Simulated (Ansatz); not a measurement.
A trace of molecular dynamics of F2GeH2 (5 atoms, charge 0, multiplicity 1).

These are results of RKS B3LYP/def2-SVPD in Ansatz, not measurements.

```
ensemble                      : NVE (velocity Verlet)
starting velocities drawn for : 300 K
seed                          : 11291
```

```
time (fs)  T (K)  potential energy less start (eV)  conserved less start (meV/atom)
        0    300                             0.000                             0.00
        4    292                             0.003                             0.02
        8    514                            -0.082                             0.11
       12   2250                            -0.755                             0.15
       16   5368                            -1.968                            -0.56
       20   5770                            -2.123                            -0.28
       24   5434                            -1.992                            -0.17
       28   5404                            -1.980                            -0.26
       32   4360                            -1.576                            -0.34
       36   2289                            -0.771                             0.06
       40   2230                            -0.749                            -0.08
       44   3096                            -1.085                            -0.10
       48   4310                            -1.557                            -0.42
       52   4000                            -1.435                            -0.07
       56   4492                            -1.626                            -0.16
       60   5237                            -1.916                            -0.25
       64   5500                            -2.018                            -0.24
       68   4994                            -1.822                            -0.43
       72   2368                            -0.802                            -0.04
       76    947                            -0.250                             0.10
       80   2385                            -0.809                            -0.04
       84   4838                            -1.761                            -0.23
       88   6563                            -2.430                            -0.31
       92   6520                            -2.414                            -0.40
       96   4311                            -1.556                            -0.13
      100   2279                            -0.767                             0.00
```

**Question.** Can this run be trusted? Judge the integration.

**Answer.** The conserved energy stayed within 0.56 meV per atom of its start (net change 0.0048 meV per atom), so the integration is sound. The kinetic energy rose, since the run started high on the potential surface and went downhill. A run of 0.1 ps of so small a system gives no equilibrium averages. The orbitals stay closed-shell, which can raise the energy where a bond breaks towards radicals; this wasn't checked here. The time step was 0.5 fs.

Time of the run: 7.5 min on 2 threads of Intel(R) Xeon(R) Platinum 8488C (Sapphire Rapids) (shared host), peak memory 0.21 GiB.
